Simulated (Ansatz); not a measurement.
`F[CH]([SiH3])[SnH3]` → `[CH]F` + `[SiH3][SnH3]` at 400 K and 1 bar (formal loss of a carbene).

Program: Ansatz. Geometries: PBE0-D4/def2-TZVP. ΔE: electronic, gas phase. CBS: MP2 limit from def2 TZ/QZ plus the TZ coupled-cluster correction, frozen cores. This one scheme is used for every species. Elements past krypton have def2 core potentials. For Sn outer-core shells are correlated without core-valence functions, which leaves a few kJ/mol of doubt a bond.

```csv
species,CCSD(T)/CBS energy (Eh),H − E (kJ/mol),S (J/(mol·K))
`F[CH]([SiH3])[SnH3]`,-645.10647,204.1,412.2
`[CH]F`,-138.29972,46.3,233.5
`[SiH3][SnH3]`,-506.68362,143.7,335.4
```

H − E and S are ideal-gas, rigid-rotor, harmonic terms from PBE0-D4/def2-TZVP, for one conformer and one mirror image of each species. 1 Eh = 2625.50 kJ/mol, R = 8.31446 J/(mol·K).

Q: By hand: ΔE, ΔH, ΔS and ΔG.

A: ΔE = (-138.29972) + (-506.68362) − (-645.10647) = 0.12313 Eh = 323.3 kJ/mol. Δ(H − E) = 46.3 + 143.7 − 204.1 = -14.1, so ΔH = 309.2 kJ/mol. ΔS = 233.5 + 335.4 − 412.2 = 156.7 J/(mol·K). ΔG = 309.2 − 400 × (156.7)/1000 = 246.5 kJ/mol.

Q: By hand: the equilibrium constant, and the temperature at which ΔG would vanish if ΔH and ΔS stayed fixed.

A: log₁₀ K = −ΔG/(RT ln 10) = -32.2. ΔG = 0 at ΔH/ΔS = 1973 K.

The number of gas molecules changes by +1, which sets the sign of ΔS. A doubt of 5 kJ/mol in ΔE shifts log₁₀ K by 0.7 here. Other conformers and mirror images would add mixing entropy, several J/(mol·K) or more a flexible species. Modes under 60 cm⁻¹, often nearly free rotors, make the harmonic entropy too high. These are equilibria of isolated gas molecules and say nothing of rates. Largest T1 diagnostic: 0.018 (customary marks: 0.02 for closed shells, 0.045 for open ones).
